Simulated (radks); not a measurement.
Results of a calculation; reference values are marked as such.
Question: Neutral neon, 10 electrons, occupied as [Ne]. Code: a radial shooting solver on a logarithmic mesh with Libxc functionals. Model: non-relativistic Kohn-Sham, r2SCAN, spin-polarised, spherical densities, point nucleus; meta-GGA in the generalised Kohn-Sham scheme; hard spherical wall at 10 bohr. Some entries of the table are withheld. Estimate them.

orbital,occ.,eigenvalue (eV),<r^2> (bohr^2)
1s,2,-836.6597,(1)
2s,2,(2),(3)
2p,6,-13.9817,1.267
3s,0,0.9877,28.06
3p,0,2.4510,35.81
3d,0,(4),42.00

Answer: 
(1) 1s <r^2> (bohr^2): 0.03372
(2) 2s eigenvalue (eV): -38.2574
(3) 2s <r^2> (bohr^2): 0.9817
(4) 3d eigenvalue (eV): 4.2571
